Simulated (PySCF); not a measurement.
C₃H₇NOSi, SMILES N1=CO[C@@H]([SiH2]1)C.

The structure is a stationary point at B3LYP-D3(BJ)/def2-SVP. The structure was generated by enumeration; whether it is a known compound was not checked. Other conformers were not sampled.

The numbers are results of PySCF with TDDFT-PBE/def2-SVPD, not measurements.

Vertical excitations. 

Computed lowest excited states:
```
state  energy (eV)  λ (nm)      f                                                                 main pairs
-----  -----------  ------  -----  -------------------------------------------------------------------------
S1            5.27     235  0.003                                                             HOMO→LUMO 99 %
S2            5.83     213  0.011                                                           HOMO→LUMO+1 98 %
S3            5.99     207  0.019                                       HOMO−1→LUMO+1 58 %, HOMO−1→LUMO 35 %
S4            6.14     202  0.013                     HOMO→LUMO+2 51 %, HOMO−1→LUMO+1 27 %, HOMO−1→LUMO 16 %
S5            6.21     200  0.040  HOMO→LUMO+2 45 %, HOMO−1→LUMO 26 %, HOMO−1→LUMO+1 13 %, HOMO−1→LUMO+2 8 %
S6            6.28     197  0.005                                                           HOMO−2→LUMO 94 %
S7            6.48     191  0.010                                                         HOMO−1→LUMO+2 87 %
S8            6.89     180  0.004                                                           HOMO→LUMO+3 89 %
S9            7.06     176  0.036                                       HOMO−2→LUMO+1 65 %, HOMO→LUMO+4 24 %
S10           7.09     175  0.011                                       HOMO→LUMO+4 70 %, HOMO−2→LUMO+1 18 %
T1            4.79     259      0                                           HOMO→LUMO 49 %, HOMO−1→LUMO 49 %
T2            4.84     256      0                                           HOMO→LUMO 50 %, HOMO−1→LUMO 48 %
T3            5.57     223      0                                                           HOMO→LUMO+1 99 %
T4            5.89     211      0                                                         HOMO−1→LUMO+1 99 %
```
Triplets are in the Tamm–Dancoff approximation, which puts them higher than full response would, so one can lie above its singlet here.
